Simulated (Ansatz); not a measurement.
Geometry optimisation, RKS PBE-D4/def2-SVP in Ansatz.

input.yaml

```yaml
crystal:
  periodic: [false, false, false]
  atoms:
    - { symbol: O, position_ang: [1.0175, 1.2233, 1.0686] }
    - { symbol: B, position_ang: [-0.0966, 0.2625, 1.0061] }
    - { symbol: O, position_ang: [0.1364, -1.0533, 0.418] }
    - { symbol: B, position_ang: [0.56517, -1.9145, 1.47351] }
    - { symbol: F, position_ang: [-0.25417, -2.70831, 2.2914] }
    - { symbol: H, position_ang: [0.8599, 1.8068, 0.2213] }
    - { symbol: H, position_ang: [-1.1151, 0.4992, 1.5052] }
    - { symbol: H, position_ang: [1.76628, -2.00214, 1.63211] }
basis:
  gaussian: { orbitals: def2-SVP }
hamiltonian:
  xc: pbe
  dispersion: d4
relax:
  f_tol: 0.015
  max_steps: 40
```

Command:

```bash
$ ansatz run input.yaml --threads 1 --pin off --max-ram 2048MiB --backend cpu --events-out ev --progress --plain --runs-dir out
```

Problem. Where does it end, and by what steps?

Solution. The run converged. After 18 steps the energy has fallen by 1.792 eV; F5 moved furthest, 1.12 Å.

```tsv
step	energy less start (eV)	largest force component (eV/Å)	accepted
0	0.0000	3.561	yes
1	-0.4947	2.105	yes
2	-0.8566	1.383	yes
3	-1.3359	0.686	yes
4	-1.5481	0.441	yes
5	-1.6340	0.176	yes
6	-1.6847	0.740	yes
7	-1.7401	0.545	yes
8	-1.7779	0.168	yes
9	-1.7857	0.109	yes
10	-1.7850	0.264	no
11	-1.7868	0.160	yes
12	-1.7910	0.050	yes
13	-1.7911	0.041	yes
14	-1.7917	0.016	yes
15	-1.7919	0.019	yes
16	-1.7919	0.030	yes
17	-1.7919	0.027	no
18	-1.7920	0.008	yes
```

```xyz
8
Properties=species:S:1:pos:R:3
O 0.922 0.802 0.390
B -0.145 0.379 1.122
O -0.288 -0.967 1.358
B 0.589 -1.980 1.578
F 0.155 -3.226 1.387
H 0.916 1.767 0.263
H -0.995 1.140 1.547
H 1.725 -1.801 1.971
```

The run took 48 s on 1 CPU thread of a shared host.
